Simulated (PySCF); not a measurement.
Atomic charges against the basis set

C3H6N2Si.
Atom-mapped SMILES: `[N:1]#[C:2][CH2:3]/[CH:4]=[N:5]\[SiH3:6]` (hydrogens: H7, H8 on C3; H9 on C4; H10, H11, H12 on Si6)

PBE0 throughout (PySCF), one geometry, spherical d and f functions. Isolated species at its PBE0-D3(BJ)/def2-SVP geometry (one conformer only). Atoms taken as equivalent share a column and are averaged. The first 7 of 9 kinds of atom are listed.

Mulliken charges (e):

| basis | functions | N1 | C2 | C3 | C4 | N5 | Si6 | H7/H8 |
| --- | --- | --- | --- | --- | --- | --- | --- | --- |
| STO-3G | 40 | -0.193 | +0.073 | -0.179 | +0.043 | -0.392 | +0.644 | +0.118 |
| 6-31G | 70 | -0.280 | +0.155 | -0.463 | +0.117 | -0.591 | +0.681 | +0.247 |
| pcSseg-0 | 70 | -0.359 | +0.080 | -0.470 | +0.169 | -0.797 | +0.695 | +0.317 |
| 6-31G* | 100 | -0.347 | +0.255 | -0.493 | +0.101 | -0.448 | +0.455 | +0.251 |
| cc-pVDZ | 118 | -0.126 | -0.074 | -0.043 | +0.104 | -0.295 | +0.315 | +0.110 |
| def2-SVP | 118 | -0.015 | -0.225 | +0.028 | +0.039 | -0.319 | +0.450 | +0.104 |
| aug-cc-pVDZ | 196 | -0.303 | -0.104 | +0.684 | +0.467 | -0.494 | -0.477 | -0.075 |
| 6-311+G(2d,p) | 206 | -0.283 | +0.094 | -0.210 | -0.070 | -0.421 | +0.568 | +0.186 |
| def2-TZVP | 228 | -0.002 | -0.262 | -0.051 | -0.036 | -0.260 | +0.226 | +0.162 |
| cc-pVTZ | 268 | -0.056 | -0.095 | -0.158 | +0.012 | -0.244 | +0.223 | +0.147 |
| IGLO-III | 279 | -0.294 | +0.116 | -0.184 | +0.073 | -0.517 | +0.862 | +0.162 |
| pcSseg-2 | 307 | -0.139 | -0.038 | +0.024 | +0.107 | -0.454 | +0.670 | +0.080 |

IAO charges (e):

```json
{"basis": "STO-3G", "functions": "40", "N1": "-0.160", "C2": "+0.078", "C3": "-0.320", "C4": "-0.010", "N5": "-0.404", "Si6": "+0.710", "H7/H8": "+0.167"}
{"basis": "6-31G", "functions": "70", "N1": "-0.223", "C2": "+0.126", "C3": "-0.344", "C4": "+0.055", "N5": "-0.466", "Si6": "+0.559", "H7/H8": "+0.195"}
{"basis": "pcSseg-0", "functions": "70", "N1": "-0.222", "C2": "+0.126", "C3": "-0.349", "C4": "+0.058", "N5": "-0.464", "Si6": "+0.554", "H7/H8": "+0.195"}
{"basis": "6-31G*", "functions": "100", "N1": "-0.230", "C2": "+0.133", "C3": "-0.336", "C4": "+0.085", "N5": "-0.510", "Si6": "+0.700", "H7/H8": "+0.191"}
{"basis": "cc-pVDZ", "functions": "118", "N1": "-0.224", "C2": "+0.127", "C3": "-0.337", "C4": "+0.083", "N5": "-0.503", "Si6": "+0.690", "H7/H8": "+0.191"}
{"basis": "def2-SVP", "functions": "118", "N1": "-0.221", "C2": "+0.127", "C3": "-0.334", "C4": "+0.085", "N5": "-0.503", "Si6": "+0.707", "H7/H8": "+0.189"}
{"basis": "aug-cc-pVDZ", "functions": "196", "N1": "-0.238", "C2": "+0.138", "C3": "-0.342", "C4": "+0.083", "N5": "-0.515", "Si6": "+0.694", "H7/H8": "+0.196"}
{"basis": "6-311+G(2d,p)", "functions": "206", "N1": "-0.240", "C2": "+0.139", "C3": "-0.344", "C4": "+0.084", "N5": "-0.526", "Si6": "+0.729", "H7/H8": "+0.197"}
{"basis": "def2-TZVP", "functions": "228", "N1": "-0.238", "C2": "+0.138", "C3": "-0.344", "C4": "+0.086", "N5": "-0.527", "Si6": "+0.739", "H7/H8": "+0.196"}
{"basis": "cc-pVTZ", "functions": "268", "N1": "-0.236", "C2": "+0.137", "C3": "-0.345", "C4": "+0.085", "N5": "-0.522", "Si6": "+0.723", "H7/H8": "+0.196"}
{"basis": "IGLO-III", "functions": "279", "N1": "-0.240", "C2": "+0.139", "C3": "-0.345", "C4": "+0.084", "N5": "-0.527", "Si6": "+0.736", "H7/H8": "+0.197"}
{"basis": "pcSseg-2", "functions": "307", "N1": "-0.239", "C2": "+0.140", "C3": "-0.345", "C4": "+0.085", "N5": "-0.526", "Si6": "+0.736", "H7/H8": "+0.197"}
```

Hirshfeld charges (e):

```csv
basis,functions,N1,C2,C3,C4,N5,Si6,H7/H8
STO-3G,40,-0.175,+0.033,+0.017,+0.060,-0.250,+0.430,+0.040
6-31G,70,-0.210,+0.067,-0.024,+0.080,-0.253,+0.338,+0.070
pcSseg-0,70,-0.206,+0.069,-0.032,+0.077,-0.231,+0.357,+0.063
6-31G*,100,-0.220,+0.073,-0.021,+0.086,-0.239,+0.329,+0.073
cc-pVDZ,118,-0.209,+0.071,-0.038,+0.081,-0.218,+0.340,+0.072
def2-SVP,118,-0.214,+0.080,-0.041,+0.083,-0.222,+0.347,+0.072
aug-cc-pVDZ,196,-0.220,+0.079,-0.050,+0.075,-0.238,+0.351,+0.078
"6-311+G(2d,p)",206,-0.223,+0.078,-0.045,+0.076,-0.242,+0.356,+0.078
def2-TZVP,228,-0.222,+0.080,-0.046,+0.079,-0.235,+0.347,+0.077
cc-pVTZ,268,-0.220,+0.080,-0.046,+0.080,-0.231,+0.344,+0.076
IGLO-III,279,-0.222,+0.079,-0.050,+0.075,-0.234,+0.345,+0.078
pcSseg-2,307,-0.222,+0.083,-0.050,+0.077,-0.239,+0.353,+0.077
```

ESP-fitted charges (e):

```json
{"basis": "STO-3G", "functions": "40", "N1": "-0.385", "C2": "+0.324", "C3": "-0.274", "C4": "+0.446", "N5": "-0.566", "Si6": "+0.557", "H7/H8": "+0.109"}
{"basis": "6-31G", "functions": "70", "N1": "-0.464", "C2": "+0.393", "C3": "-0.378", "C4": "+0.622", "N5": "-0.774", "Si6": "+0.659", "H7/H8": "+0.159"}
{"basis": "pcSseg-0", "functions": "70", "N1": "-0.491", "C2": "+0.458", "C3": "-0.518", "C4": "+0.661", "N5": "-0.807", "Si6": "+0.768", "H7/H8": "+0.189"}
{"basis": "6-31G*", "functions": "100", "N1": "-0.426", "C2": "+0.326", "C3": "-0.310", "C4": "+0.489", "N5": "-0.616", "Si6": "+0.516", "H7/H8": "+0.152"}
{"basis": "cc-pVDZ", "functions": "118", "N1": "-0.403", "C2": "+0.281", "C3": "-0.244", "C4": "+0.441", "N5": "-0.556", "Si6": "+0.443", "H7/H8": "+0.137"}
{"basis": "def2-SVP", "functions": "118", "N1": "-0.422", "C2": "+0.314", "C3": "-0.272", "C4": "+0.492", "N5": "-0.607", "Si6": "+0.517", "H7/H8": "+0.139"}
{"basis": "aug-cc-pVDZ", "functions": "196", "N1": "-0.445", "C2": "+0.326", "C3": "-0.277", "C4": "+0.473", "N5": "-0.591", "Si6": "+0.469", "H7/H8": "+0.149"}
{"basis": "6-311+G(2d,p)", "functions": "206", "N1": "-0.438", "C2": "+0.308", "C3": "-0.252", "C4": "+0.468", "N5": "-0.595", "Si6": "+0.461", "H7/H8": "+0.146"}
{"basis": "def2-TZVP", "functions": "228", "N1": "-0.438", "C2": "+0.317", "C3": "-0.274", "C4": "+0.464", "N5": "-0.580", "Si6": "+0.466", "H7/H8": "+0.149"}
{"basis": "cc-pVTZ", "functions": "268", "N1": "-0.429", "C2": "+0.307", "C3": "-0.262", "C4": "+0.451", "N5": "-0.572", "Si6": "+0.473", "H7/H8": "+0.145"}
{"basis": "IGLO-III", "functions": "279", "N1": "-0.440", "C2": "+0.313", "C3": "-0.256", "C4": "+0.460", "N5": "-0.582", "Si6": "+0.463", "H7/H8": "+0.146"}
{"basis": "pcSseg-2", "functions": "307", "N1": "-0.447", "C2": "+0.331", "C3": "-0.289", "C4": "+0.503", "N5": "-0.624", "Si6": "+0.515", "H7/H8": "+0.151"}
```

Some averages cover members that differ in this geometry, most widely: H7/H8, Mulliken in aug-cc-pVDZ -0.192 to +0.041; H7/H8, ESP-fitted in aug-cc-pVDZ +0.131 to +0.167; H7/H8, ESP-fitted in pcSseg-2 +0.133 to +0.169; H7/H8, ESP-fitted in 6-311+G(2d,p) +0.128 to +0.164 e.

**Question.** Which scheme is steadiest as the basis changes?

**Answer.** Largest range over the bases for any column: Hirshfeld 0.10 e, IAO 0.18 e, ESP-fitted 0.32 e, Mulliken 1.34 e. Hirshfeld charges move least and Mulliken charges most, counted in e. Without the minimal STO-3G basis the ranges are Hirshfeld 0.03, IAO 0.18, ESP-fitted 0.32, Mulliken 1.34 e.

**Question.** How much do the charges still move between the two largest bases, IGLO-III and pcSseg-2?

**Answer.** At most, over all atoms: Mulliken 0.208 e, IAO 0.001 e, Hirshfeld 0.009 e, ESP-fitted 0.052 e.

**Question.** What do the same runs give for the total energy, the frontier levels and the dipole moment?

**Answer.** 
| basis | energy (Eh) | HOMO (eV) | LUMO (eV) | μ (D) |
| --- | --- | --- | --- | --- |
| STO-3G | -510.2916 | -4.39 | 2.34 | 3.36 |
| 6-31G | -516.3588 | -7.12 | -1.02 | 3.40 |
| pcSseg-0 | -515.6133 | -7.29 | -1.27 | 3.46 |
| 6-31G* | -516.4708 | -7.34 | -1.12 | 3.13 |
| cc-pVDZ | -516.5045 | -7.36 | -1.20 | 3.04 |
| def2-SVP | -516.2341 | -7.42 | -1.29 | 3.07 |
| aug-cc-pVDZ | -516.5190 | -7.53 | -1.44 | 3.26 |
| 6-311+G(2d,p) | -516.5698 | -7.59 | -1.49 | 3.26 |
| def2-TZVP | -516.5901 | -7.56 | -1.45 | 3.20 |
| cc-pVTZ | -516.5840 | -7.52 | -1.40 | 3.16 |
| IGLO-III | -516.5941 | -7.58 | -1.48 | 3.25 |
| pcSseg-2 | -516.5956 | -7.57 | -1.48 | 3.25 |

The dipole is fixed by the density alone, so its range of 0.42 D shows that the density itself changes with the basis, not only its division among atoms.
